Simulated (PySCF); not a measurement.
**Diatomics of In with the third period**

PBE0 with double-zeta basis sets in PySCF, for the lowest determinant that a PBE0 search found; no spin–orbit coupling. De refers to high-spin ground-configuration atoms. A positive dipole means M(−)In(+).

```json
{"M": "Na", "basis": "def2-SVP", "state (unpaired electrons)": "singlet (closed shell)", "Re (Å)": "3.269", "ωe (cm⁻¹)": "142", "De (eV)": "0.72", "μ (D)": "-2.01"}
{"M": "Mg", "basis": "def2-SVP", "state (unpaired electrons)": "doublet (π ↑)", "Re (Å)": "3.023", "ωe (cm⁻¹)": "151", "De (eV)": "0.42", "μ (D)": "-1.02"}
{"M": "Al", "basis": "def2-SVP", "state (unpaired electrons)": "triplet (σ ↑, π ↑)", "Re (Å)": "2.888", "ωe (cm⁻¹)": "199", "De (eV)": "1.39", "μ (D)": "0.63"}
{"M": "Si", "basis": "def2-SVPD", "state (unpaired electrons)": "quartet (σ ↑, π ↑↑)", "Re (Å)": "2.625", "ωe (cm⁻¹)": "258", "De (eV)": "2.35", "μ (D)": "2.06"}
{"M": "P", "basis": "x2c-SVPall", "state (unpaired electrons)": "triplet (π ↑↑)", "Re (Å)": "2.644", "ωe (cm⁻¹)": "260", "De (eV)": "1.95", "μ (D)": "1.84"}
{"M": "Cl", "basis": "def2-SVP", "state (unpaired electrons)": "singlet (closed shell)", "Re (Å)": "2.430", "ωe (cm⁻¹)": "328", "De (eV)": "4.51", "μ (D)": "3.19"}
```

The shortest bond is that of InCl (2.430 Å), the longest that of NaIn (3.269 Å). InCl is bound most strongly (4.51 eV) and MgIn least (0.42 eV).

The rows differ in basis set, which adds steps of its own.

The state changes along the series, so neighbouring rows are not always alike in their bonding.

Closed-shell solutions of metal pairs were not tested for spin polarisation, which can lower them a little. Weak bonds: MgIn. Basis-set superposition, not corrected here, can be much of De in a small basis, most of all at correlated wavefunction levels. Functionals without a dispersion term scatter widely for such bonds, and LDA overbinds them. These are scalar-relativistic numbers at best; spin–orbit coupling would shift them, the dissociation energy most. States were picked by a PBE0 search and need not be the measured ground states.
